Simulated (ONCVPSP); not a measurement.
## u(r) = r·R(r): atom against pseudo-atom (Rb)

Columns: radius, all-electron u(r) and pseudo u(r) of the 4p shell (level -16.03 eV) of rubidium in the configuration [Ar] 3d10 4s2 4p6 5s1; LDA (Perdew-Wang 92), scalar-relativistic, ONCV scheme, ONCVPSP 4.0.1.

```json
{"r (bohr)": "0.118", "all-electron": "0.2244", "pseudo": "0.0144"}
{"r (bohr)": "0.235", "all-electron": "-0.1730", "pseudo": "0.0559"}
{"r (bohr)": "0.353", "all-electron": "-0.4010", "pseudo": "0.1225"}
{"r (bohr)": "0.470", "all-electron": "-0.3350", "pseudo": "0.2084"}
{"r (bohr)": "0.588", "all-electron": "-0.1156", "pseudo": "0.3089"}
{"r (bohr)": "0.705", "all-electron": "0.1390", "pseudo": "0.4150"}
{"r (bohr)": "0.822", "all-electron": "0.3707", "pseudo": "0.5199"}
{"r (bohr)": "0.940", "all-electron": "0.5574", "pseudo": "0.6169"}
{"r (bohr)": "1.058", "all-electron": "0.6918", "pseudo": "0.6988"}
{"r (bohr)": "1.175", "all-electron": "0.7779", "pseudo": "0.7604"}
{"r (bohr)": "1.292", "all-electron": "0.8246", "pseudo": "0.8004"}
{"r (bohr)": "1.410", "all-electron": "0.8404", "pseudo": "0.8188"}
{"r (bohr)": "1.528", "all-electron": "0.8324", "pseudo": "0.8168"}
{"r (bohr)": "1.645", "all-electron": "0.8077", "pseudo": "0.7981"}
{"r (bohr)": "1.763", "all-electron": "0.7712", "pseudo": "0.7662"}
{"r (bohr)": "1.880", "all-electron": "0.7277", "pseudo": "0.7254"}
{"r (bohr)": "1.998", "all-electron": "0.6796", "pseudo": "0.6788"}
{"r (bohr)": "2.115", "all-electron": "0.6302", "pseudo": "0.6300"}
{"r (bohr)": "2.232", "all-electron": "0.5807", "pseudo": "0.5806"}
{"r (bohr)": "2.350", "all-electron": "0.5319", "pseudo": "0.5318"}
{"r (bohr)": "2.468", "all-electron": "0.4850", "pseudo": "0.4850"}
{"r (bohr)": "2.585", "all-electron": "0.4410", "pseudo": "0.4410"}
{"r (bohr)": "2.702", "all-electron": "0.3997", "pseudo": "0.3997"}
{"r (bohr)": "2.820", "all-electron": "0.3611", "pseudo": "0.3611"}
{"r (bohr)": "2.938", "all-electron": "0.3254", "pseudo": "0.3254"}
{"r (bohr)": "3.055", "all-electron": "0.2930", "pseudo": "0.2929"}
```

Question: How many radial nodes do the two functions have?

Answer: The all-electron 4p function has n − l − 1 = 2; the pseudo-wave has 0, since the states of the same l below it are removed with the core.

Question: At about which radius was the pseudo-wave matched?

Answer: 2.35 bohr. The columns agree to 0.0005 from 2.12 bohr on; several derivatives are matched, so the curves merge somewhat inside the radius.

Question: Is the pseudo-wave norm-conserving?

Answer: Yes: the ONCV scheme keeps the norm inside the radius equal to the all-electron one, which fixes the energy derivative of the logarithmic derivative at the level.
